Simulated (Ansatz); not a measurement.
Input for Ansatz (a quantum-chemistry and plane-wave program): U-CCSD(T)/6-31G on BCl, a point of a bond scan (R = 3.443 Å).

Ansatz 0.2 input:
```yaml
crystal:
  periodic: [false, false, false]
  atoms:
    - {symbol: B, position_ang: [-0.00000000, -0.00000000, -1.33031220]}
    - {symbol: Cl, position_ang: [0.00000000, 0.00000000, 2.11284880]}
basis:
  gaussian:
    orbitals: 6-31G
correlation: {method: ccsd_t, electrons: outside_noble_gas}
scf: {omitted_lower_state_checks: [cluster_reference]}
magnetization: {spin_polarized: true, initial_magnetization: 0}
```

The log:

```
WARN ansatz: RAYON_NUM_THREADS=1 ignored (pool sized by the plan → 1); use --threads N
Functional definition: HF
these checks for a lower state are left out or cut short: cluster_reference
integrals: 0.00 GiB planned
266 factors; integrals over basis functions are off by at most 2.4e-4 eV
mean field: 0.05 GiB planned
mean field evaluation 1: about -13166.7225 eV, gradient 1.4e1 eV
mean field evaluation 2: about -13166.7286 eV, gradient 1.4e1 eV
mean field evaluation 4: about -13168.6621 eV, gradient 1.0e0 eV
mean field evaluation 8: about -13168.7072 eV, gradient 6.3e-2 eV
mean field evaluation 16: about -13168.8336 eV, gradient 1.2e0 eV
mean field evaluation 32: about -13168.7237 eV, gradient 6.2e-1 eV
mean field evaluation 64: about -13169.4981 eV, gradient 1.0e-3 eV
mean field evaluation 96: about -13169.3114 eV, gradient 4.6e-1 eV
mean field evaluation 128: about -13169.4930 eV, gradient 4.6e-1 eV
mean field evaluation 160: about -13169.2898 eV, gradient 2.8e-1 eV
mean field evaluation 192: about -13169.2898 eV, gradient 2.1e-1 eV
mean field evaluation 224: about -13169.3283 eV, gradient 4.7e0 eV
mean field evaluation 256: about -13166.7225 eV, gradient 1.4e1 eV
mean field -13169.49807039 eV, -483.9701274804 hartree, gradient 7.0e-6 eV, S^2 0.891376; 18 other end points of the search recorded, 0 dependent functions left out
6 core orbitals not correlated
reference -13169.49807039 eV, -483.9701274804 hartree; 5, 5 occupied and 11, 11 virtual orbitals, 266 factors
second order -1.44211730 eV of doubles, -0.00000000 eV of singles
coupled cluster: 0.05 GiB planned
cycle   1  -1.84205107 eV  change   -4.0e-1 eV  update   8.1e-2
cycle   2  -2.19287166 eV  change   -3.5e-1 eV  update   5.2e-2
cycle   3  -2.24032398 eV  change   -4.7e-2 eV  update   3.4e-2
cycle   4  -2.31857176 eV  change   -7.8e-2 eV  update   2.7e-2
cycle   5  -2.36562499 eV  change   -4.7e-2 eV  update   1.7e-2
cycle   6  -2.37407767 eV  change   -8.5e-3 eV  update   1.3e-2
cycle   7  -2.40750039 eV  change   -3.3e-2 eV  update   1.2e-2
cycle   8  -2.51648979 eV  change   -1.1e-1 eV  update   9.2e-3
cycle   9  -2.49835621 eV  change    1.8e-2 eV  update   4.7e-3
cycle  10  -2.50666899 eV  change   -8.3e-3 eV  update   2.6e-3
cycle  11  -2.50811753 eV  change   -1.4e-3 eV  update   2.0e-3
cycle  12  -2.51146366 eV  change   -3.3e-3 eV  update   1.7e-3
cycle  13  -2.51317316 eV  change   -1.7e-3 eV  update   1.1e-3
cycle  14  -2.51524071 eV  change   -2.1e-3 eV  update   5.2e-4
cycle  15  -2.51429366 eV  change    9.5e-4 eV  update   2.3e-4
cycle  16  -2.51456005 eV  change   -2.7e-4 eV  update   1.3e-4
cycle  17  -2.51440873 eV  change    1.5e-4 eV  update   6.2e-5
cycle  18  -2.51446217 eV  change   -5.3e-5 eV  update   3.7e-5
cycle  19  -2.51445823 eV  change    3.9e-6 eV  update   2.4e-5
cycle  20  -2.51444116 eV  change    1.7e-5 eV  update   1.7e-5
cycle  21  -2.51441986 eV  change    2.1e-5 eV  update   1.3e-5
cycle  22  -2.51441366 eV  change    6.2e-6 eV  update   9.9e-6
cycle  23  -2.51442178 eV  change   -8.1e-6 eV  update   6.8e-6
cycle  24  -2.51443054 eV  change   -8.8e-6 eV  update   2.9e-6
cycle  25  -2.51443477 eV  change   -4.2e-6 eV  update   1.6e-6
coupled cluster: 0.05 GiB planned
perturbative correction -0.10056334 eV, -0.0036956347 hartree
Total energy: -13172.11306850 eV, -484.0662268886 hartree
Checks for a lower state left out: cluster_reference
```

Self-consistency was reached. Its determinant has ⟨S²⟩ = 0.89, a mixture of spin states.

Cost: around 0.8 core-seconds (rough).
